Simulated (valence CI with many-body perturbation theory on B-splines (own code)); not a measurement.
**Missing levels of Hg LXVI**

Level of theory: configuration interaction combined with many-body perturbation theory (CI+MBPT): five valence electrons over a frozen Dirac-Fock core [Ne], radial functions for each j: 11 s, 11 p, 10 d, 8 f, 5 g, 2 h, with the one-electron correlation potential Σ1, the two-electron term Σ2, the three-electron term Σ3, Breit, model QED; selected CI, second order for the rest, scaled by the run's own slope (own B-spline code, finite nucleus).

No measured spectrum was set against this ion. As an estimate, large intervals hold to a few tenths of a per cent, small ones and those within an open d or f shell to about a per cent. Among the levels kept, up to 3300 cm⁻¹ of a level comes from second order outside the variational space, and about a tenth of that is noise between levels of different J, which matters for small intervals.

```
                             Level  E (× 10³ cm⁻¹)
        (3s^2 3p1/2^2 3p3/2) J=3/2            0.00
        (3s^2 3p1/2^2 3d3/2) J=3/2          2048.6
        (3s^2 3p1/2^2 3d5/2) J=5/2          3112.1
        (3s^2 3p1/2 3p3/2^2) J=3/2          4051.9
        (3s^2 3p1/2 3p3/2^2) J=5/2          4154.9
        (3s^2 3p1/2 3p3/2^2) J=1/2          4292.7
        (3s 3p1/2^2 3p3/2^2) J=5/2          5649.8
        (3s 3p1/2^2 3p3/2^2) J=3/2               ?
        (3s 3p1/2^2 3p3/2^2) J=1/2               ?
(3s^2 3p1/2 3p3/2 3d3/2) J=5/2 [a]          6074.3
(3s^2 3p1/2 3p3/2 3d3/2) J=1/2 [a]          6105.7
(3s^2 3p1/2 3p3/2 3d3/2) J=3/2 [a]          6110.9
    (3s^2 3p1/2 3p3/2 3d3/2) J=7/2               ?
(3s^2 3p1/2 3p3/2 3d3/2) J=5/2 [b]          6451.8
(3s^2 3p1/2 3p3/2 3d3/2) J=1/2 [b]               ?
(3s^2 3p1/2 3p3/2 3d3/2) J=3/2 [b]          6564.1
(3s^2 3p1/2 3p3/2 3d5/2) J=7/2 [a]          7018.5
    (3s^2 3p1/2 3p3/2 3d5/2) J=9/2               ?
(3s^2 3p1/2 3p3/2 3d5/2) J=3/2 [a]          7136.3
(3s^2 3p1/2 3p3/2 3d5/2) J=5/2 [a]               ?
```

Levels are named by their leading jj configuration (3d3/2^4 stands for four electrons in 3d with j = 3/2), which in mixed levels can hold well under half, so a name can repeat and another be missing. Letters in brackets count levels of one name in rising energy.

(1) The levels stand in rising order. What does the calculation give for the missing energies?

Results:

(1) (3s 3p1/2^2 3p3/2^2) J=3/2 5903.9; (3s 3p1/2^2 3p3/2^2) J=1/2 5931.2; (3s^2 3p1/2 3p3/2 3d3/2) J=7/2 6183.0; (3s^2 3p1/2 3p3/2 3d3/2) J=1/2 [b] 6551.1; (3s^2 3p1/2 3p3/2 3d5/2) J=9/2 7132.1; (3s^2 3p1/2 3p3/2 3d5/2) J=5/2 [a] 7166.6.
